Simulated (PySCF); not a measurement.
**Dipole response of Br⁺ (bromine, charge +1)**

[Ar] 3d10 4s2 4p4, high-spin 3P determinant. Calculation: PySCF 2.14, in aug-cc-pVTZ-PP with one added diffuse shell each of s, d, f type with ECP10MDF (7s5p5d3f, 68 functions); scalar relativity through the core potential. Coupled (time-dependent) response in atomic units; α is the mean over directions.

```tsv
method	mean α (bohr³)	α xx, yy, zz	C₆ (like pair)	S(−4)
UHF	12.33	12.08, 12.84, 12.08	75.89	31.05
PBE	12.88	12.47, 13.70, 12.47	79.84	35.62
PBE0	12.61	12.25, 13.31, 12.25	77.78	33.31
CAM-B3LYP	12.62	12.26, 13.35, 12.26	77.77	33.73
```

S(−4) is the Cauchy moment in α(ω) = α(0) + S(−4) ω² + …

Spin-orbit coupling is absent.

α(iu) at PBE0:

```json
{"u (hartree)": "0", "α(iu) (bohr³)": "12.61"}
{"u (hartree)": "0.0500", "α(iu) (bohr³)": "12.52"}
{"u (hartree)": "0.100", "α(iu) (bohr³)": "12.28"}
{"u (hartree)": "0.200", "α(iu) (bohr³)": "11.42"}
{"u (hartree)": "0.300", "α(iu) (bohr³)": "10.25"}
{"u (hartree)": "0.500", "α(iu) (bohr³)": "7.809"}
{"u (hartree)": "0.750", "α(iu) (bohr³)": "5.428"}
{"u (hartree)": "1.00", "α(iu) (bohr³)": "3.861"}
{"u (hartree)": "1.50", "α(iu) (bohr³)": "2.172"}
{"u (hartree)": "2.00", "α(iu) (bohr³)": "1.380"}
{"u (hartree)": "3.00", "α(iu) (bohr³)": "0.7029"}
{"u (hartree)": "5.00", "α(iu) (bohr³)": "0.2914"}
```

A single London oscillator, α(iu) = α/(1 + u²/ω²), gives C₆ = (3/4) ω α². Matching the computed C₆ needs ω = 4 × 77.78 / (3 × 12.61²) = 0.652 hartree.

For an ion, C₆ is the dispersion term alone; charge-induced terms of lower order in 1/R come first.

The components differ because the open shell of this determinant is not spherical; for a pure term their mean is the scalar polarisability.

Energies and moments cover only the electrons outside the core potential.
